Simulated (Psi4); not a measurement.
C3H6O3, charge +1, quartet, geometry from GFN2-xTB of the parent state (a state made from the parent by changing its charge; the spin is typed, not shown lowest); MP2/3-21G in Psi4.

Here is a job for Psi4.
```
memory 2 GB

molecule {
1 4
  C     2.32517331    0.09994214    0.05033470
  O     1.10482066   -0.54437804    0.39359877
  C    -0.00225252    0.06041020   -0.03827659
  O    -0.04037348    1.07614926   -0.67209545
  O    -1.06015611   -0.65053184    0.35332550
  C    -2.32406787   -0.12639913   -0.03399431
  H     2.33572923    1.12457047    0.42682949
  H     3.11149818   -0.48764306    0.51637074
  H     2.45383247    0.12126973   -1.03361495
  H    -3.06483642   -0.80965771    0.37240314
  H    -2.40104093   -0.07929089   -1.12196490
  H    -2.46262854    0.87711717    0.37296294
}

set basis 3-21g
set reference uhf

energy('mp2')
print_variables()
```

Task: Write the output that Psi4 gives for this input, abridged.

Result: 
```
    SCF Algorithm Type (re)set to DF.

   => Loading Basis Set <=

    Name: 3-21G
    Role: ORBITAL
    Keyword: BASIS

         ---------------------------------------------------------
                                   SCF
               by Justin Turney, Rob Parrish, Andy Simmonett
                          and Daniel G. A. Smith
                              UHF Reference
         ---------------------------------------------------------

  ==> Geometry <==

    Molecular point group: c1
    Full point group: C1

    Geometry (in Angstrom), charge = 1, multiplicity = 4:

       Center              X                  Y                   Z               Mass
    ------------   -----------------  -----------------  -----------------  -----------------
         C            2.324871087959     0.108160594836     0.045192308136    12.000000000000
         O            1.104518437959    -0.536159585164     0.388456378136    15.994914619570
         C           -0.002554742041     0.068628654836    -0.043418981864    12.000000000000
         O           -0.040675702041     1.084367714836    -0.677237841864    15.994914619570
         O           -1.060458332041    -0.642313385164     0.348183108136    15.994914619570
         C           -2.324370092041    -0.118180675164    -0.039136701864    12.000000000000
         H            2.335427007959     1.132788924836     0.421687098136     1.007825032230
         H            3.111195957959    -0.479424605164     0.511228348136     1.007825032230
         H            2.453530247959     0.129488184836    -1.038757341864     1.007825032230
         H           -3.065138642041    -0.801439255164     0.367260748136     1.007825032230
         H           -2.401343152041    -0.071072435164    -1.127107291864     1.007825032230
         H           -2.462930762041     0.885335624836     0.367820548136     1.007825032230

  Running in c1 symmetry.

  Rotational constants: A =      0.35361  B =      0.07891  C =      0.06612 [cm^-1]
  Rotational constants: A =  10601.07345  B =   2365.69116  C =   1982.30775 [MHz]
  Nuclear repulsion =  253.043171540173432

  Charge       = 1
  Multiplicity = 4
  Electrons    = 47
  Nalpha       = 25
  Nbeta        = 22

  ==> Algorithm <==

  SCF Algorithm Type is DF.
  DIIS enabled.
  MOM disabled.
  Fractional occupation disabled.
  Guess Type is SAD.
  Energy threshold   = 1.00e-08
  Density threshold  = 1.00e-08
  Integral threshold = 1.00e-12

  ==> Primary Basis <==

[...]
  @DF-UHF Final Energy:  -339.24521184782316
    Total Energy =                       -339.2452118478231569
[...]
 Magnitude           :                                                    0.0252890

 ------------------------------------------------------------------------------------

  //>>>>>>>>>>>>>>>>>>>>>>>>>>>>>>>>>>>//
  //               DFMP2               //
  //<<<<<<<<<<<<<<<<<<<<<<<<<<<<<<<<<<<//

   => Loading Basis Set <=

    Name: (3-21G AUX)
    Role: RIFIT
    Keyword: DF_BASIS_MP2

	 --------------------------------------------------------
	                          DF-MP2
	      2nd-Order Density-Fitted Moller-Plesset Theory

	        Rob Parrish, Justin Turney, Andy Simmonett,
	           Ed Hohenstein, and C. David Sherrill
	 --------------------------------------------------------

	 --------------------------------------------------------
	                 NBF =    66, NAUX =   372
	 --------------------------------------------------------
	   CLASS    FOCC     OCC    AOCC    AVIR     VIR    FVIR
	   ALPHA       0      25      25      41      41       0
	    BETA       0      22      22      44      44       0
	 --------------------------------------------------------

	-----------------------------------------------------------
	 ==================> DF-MP2 Energies <====================
	-----------------------------------------------------------
	 Reference Energy          =    -339.2452118478231569 [Eh]
	 Singles Energy            =      -0.0000000000000000 [Eh]
	 Same-Spin Energy          =      -0.1343678067742908 [Eh]
	 Opposite-Spin Energy      =      -0.4122982631949281 [Eh]
	 Correlation Energy        =      -0.5466660699692188 [Eh]
	 Total Energy              =    -339.7918779177923625 [Eh]
	-----------------------------------------------------------
	 ================> DF-SCS-MP2 Energies <==================
	-----------------------------------------------------------
	 SCS Same-Spin Scale       =       0.3333333333333333 [-]
	 SCS Opposite-Spin Scale   =       1.2000000000000000 [-]
	 SCS Same-Spin Energy      =      -0.0447892689247636 [Eh]
	 SCS Opposite-Spin Energy  =      -0.4947579158339137 [Eh]
	 SCS Correlation Energy    =      -0.5395471847586772 [Eh]
	 SCS Total Energy          =    -339.7847590325818601 [Eh]
	-----------------------------------------------------------

  Variable Map:
  ----------------------------------------------------------------------------
[...]
  Array Variable Map:
  ----------------------------------------------------------------------------
[...]
[...]
```
